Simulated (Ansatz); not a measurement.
Geometry optimisation, UKS PBE-D4/def2-SVP in Ansatz.

The input (input.yaml):

```yaml
crystal:
  periodic: [false, false, false]
  atoms:
    - { symbol: Ge, position_ang: [-0.740524, 0.129956, 0.27754] }
    - { symbol: H, position_ang: [1.908533, -0.659101, -0.260723] }
    - { symbol: H, position_ang: [-0.718079, -1.400569, 0.049483] }
    - { symbol: H, position_ang: [-2.191046, 0.663215, 0.439512] }
    - { symbol: H, position_ang: [0.16333, 0.577417, 1.451168] }
    - { symbol: H, position_ang: [1.705714, -0.20884, -0.765129] }
    - { symbol: F, position_ang: [-0.127927, 0.897923, -1.191852] }
magnetization:
  spin_polarized: true
basis:
  gaussian: { orbitals: def2-SVP }
hamiltonian:
  xc: pbe
  dispersion: d4
relax:
  f_tol: 0.03
  max_steps: 50
```

Run as:

```bash
$ ansatz run input.yaml --threads 2 --pin off --max-ram 3072MiB --backend cpu --events-out ev --progress --plain --runs-dir out
```

**Question.** Where does it end, and by what steps?

**Answer.** The forces met the threshold. The force dipped under the threshold on the way, but the program's further checks kept it going. After 16 steps the energy has fallen by 0.155 eV; H2 moved furthest, 1.27 Å.

| step | energy less start (eV) | largest force component (eV/Å) | accepted |
| --- | --- | --- | --- |
| 0 | 0.0000 | 1.841 | yes |
| 1 | -0.1185 | 0.066 | yes |
| 2 | -0.1370 | 0.099 | yes |
| 3 | -0.1418 | 0.229 | yes |
| 4 | -0.1452 | 0.085 | yes |
| 5 | -0.1478 | 0.039 | yes |
| 6 | -0.1455 | 0.447 | no |
| 7 | -0.1489 | 0.019 | yes |
| 8 | -0.1503 | 0.075 | yes |
| 9 | -0.1508 | 0.192 | yes |
| 10 | -0.1519 | 0.100 | yes |
| 11 | -0.1530 | 0.036 | yes |
| 12 | -0.1535 | 0.129 | yes |
| 13 | -0.1542 | 0.047 | yes |
| 14 | -0.1544 | 0.027 | yes |
| 15 | -0.1546 | 0.013 | yes |
| 16 | -0.1546 | 0.011 | yes |

```xyz
7
Properties=species:S:1:pos:R:3
Ge -1.085 0.144 0.474
H 2.926 -0.570 -1.021
H -1.304 -1.387 0.402
H -2.381 0.935 0.171
H -0.427 0.587 1.804
H 2.220 -0.262 -1.016
F 0.052 0.555 -0.816
```

The run took 11 s on 2 threads of Intel(R) Xeon(R) Platinum 8559C (Emerald Rapids), with other jobs on the host, peak memory 0.15 GiB.
